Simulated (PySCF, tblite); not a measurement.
Isomers of C4H15NSi3, one GFN2-xTB conformer each. Single-point energies are computed at PBE0/pcSseg-1 (PySCF, gas phase, no added dispersion term), electronic only.

```
                           SMILES  GFN2-xTB relative energy (kcal/mol)
CN(C)[Si@H]1[SiH2][C@H](C)[SiH2]1                                  1.2
  C=N[SiH2][C@@H](C)[SiH2]C[SiH3]                                  0.0
```

Conformers: `[CH3:1][N:2]([CH3:3])[Si@H:4]1[SiH2:5][C@H:6]([CH3:7])[SiH2:8]1` with C1–N2–Si4–Si5 -54°, N2–Si4–Si5–C6 122°, Si4–Si5–C6–C7 112°, Si5–C6–Si8–Si4 9°, N2–Si4–Si8–C6 -131°; `[CH2:1]=[N:2][SiH2:3][C@@H:4]([CH3:5])[SiH2:6][CH2:7][SiH3:8]` with C1–N2–Si3–C4 115°, N2–Si3–C4–C5 -83°, Si3–C4–Si6–C7 51°, C4–Si6–C7–Si8 58°.

Task: What does PBE0/pcSseg-1 give for the same structures?

Result: 
```json
{"SMILES": "C=N[SiH2][C@@H](C)[SiH2]C[SiH3]", "PBE0/pcSseg-1 E (Eh)": "-1083.98752", "PBE0/pcSseg-1 (kcal/mol)": "0.0", "GFN2-xTB (kcal/mol)": "0.0", "point group": "C1"}
{"SMILES": "CN(C)[Si@H]1[SiH2][C@H](C)[SiH2]1", "PBE0/pcSseg-1 E (Eh)": "-1083.98616", "PBE0/pcSseg-1 (kcal/mol)": "0.9", "GFN2-xTB (kcal/mol)": "1.2", "point group": "C1"}
```

Both levels put the same isomer lowest. As drawn, the lower has a C=N bond, which the higher lacks; the higher has a four-membered ring and an Si–Si bond, which the lower lacks. Neighbours under 2.5 kcal/mol apart (C=N[SiH2][C@@H](C)[SiH2]C[SiH3] and CN(C)[Si@H]1[SiH2][C@H](C)[SiH2]1) can change places with a better method, another conformer or zero-point energy.

Task: Which frontier levels, dipoles and rotational constants go with these structures?

Result: 
```csv
SMILES,"HOMO (eV, PBE0/pcSseg-1)",LUMO (eV),dipole (D),"A, B, C (MHz)"
C=N[SiH2][C@@H](C)[SiH2]C[SiH3],-7.03,-0.87,1.89,"1547, 672.4, 609.7"
CN(C)[Si@H]1[SiH2][C@H](C)[SiH2]1,-6.06,-1.02,1.08,"2126, 708.4, 625.4"
```

Task: What happens when harmonic zero-point energies from GFN2-xTB frequencies are added?

Result: 
| SMILES | ZPE (kcal/mol) | electronic (kcal/mol) | with ZPE (kcal/mol) |
| --- | --- | --- | --- |
| C=N[SiH2][C@@H](C)[SiH2]C[SiH3] | 105.4 | 0.0 | 0.0 |
| CN(C)[Si@H]1[SiH2][C@H](C)[SiH2]1 | 110.4 | 0.9 | 5.9 |

The zero-point energies span 5.0 kcal/mol. The order is unchanged.
